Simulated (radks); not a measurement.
These are the eigenvalues of the occupied orbitals of an atom or ion with whole-number occupations (eV). Calculated with a radial shooting solver on a logarithmic mesh with Libxc functionals: scalar-relativistic Kohn-Sham, PBE, spin-polarised, spherical densities, point nucleus.

| orbital | eigenvalue |
|---|---|
| 1s up | -15323.20 |
| 1s down | -15306.79 |
| 2s up | -3418.108 |
| 2s down | -3388.784 |
| 2p up | -3274.982 |

Which element is it, and in what charge state? The configuration may be excited.

Answer. Z = 35, bromine, charge +29: Br29+ in [He] 2s(up 1, down 1) 2p2. The list shows which subshells hold electrons but not how many an open one holds; the 1s level, -563.12 hartree, gives Z - s = 33.6 by -(Z - s)^2/2, which with screening and relativity narrows Z to a few neighbours, and the depths of the outer levels then fix element, charge and occupations together.
